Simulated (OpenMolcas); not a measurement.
**Ionisation energies of niobium**

```yaml
Program: OpenMolcas 26.06
Basis: ANO-RCC-VTZP [7s6p4d2f1g]
Scalar_Hamiltonian: DKH2, point nucleus
Spin-orbit_coupling: RASSI with atomic mean-field integrals over the reference wave functions, term energies averaged over their components
```

Active shells in each charge state: the valence d, s shells, with orbitals averaged over the low states. Where CASPT2's correlated closed shells are named, they are those of the first ion.

A. CASSCF
B. SS-CASPT2, IPEA 0.25 Eh, imaginary shift 0.1 Eh (closed shells correlated: 4s 4p)
C. SS-CASPT2, IPEA 0.25 Eh, imaginary shift 0.1 Eh (closed shells correlated: 3d 4s 4p)
D. SS-CASPT2, IPEA 0 Eh, imaginary shift 0.1 Eh (closed shells correlated: 4s 4p)

Energies in eV between the lowest computed levels, named as in B; reference values from the NIST Atomic Spectra Database with their kind.

| From | To | A | B | C | D | Spin-orbit share in B | Reference |
| --- | --- | --- | --- | --- | --- | --- | --- |
| Nb 4d4 5s 6D 1/2 | Nb+ 4d4 5D0 | 6.118 | 6.775 | 6.790 | 6.982 | -0.023 | 6.759 (measured) |
| Nb+ 4d4 5D0 | Nb2+ 4d3 4F 3/2 | 12.945 | 14.052 | 14.043 | 14.125 | -0.031 | 14.320 (semi-empirical) |

Error against the reference values, in %:

```json
{"From": "Nb", "Reference": "measured", "A": "-9.5", "B": "+0.2", "C": "+0.5", "D": "+3.3"}
{"From": "Nb+", "Reference": "semi-empirical", "A": "-9.6", "B": "-1.9", "C": "-1.9", "D": "-1.4"}
```

Absolute error against the one measured value: A 0.64 eV, B 0.02 eV, C 0.03 eV, D 0.22 eV. B lies closest.

The lowest level within the active space need not be the ion's true ground level.
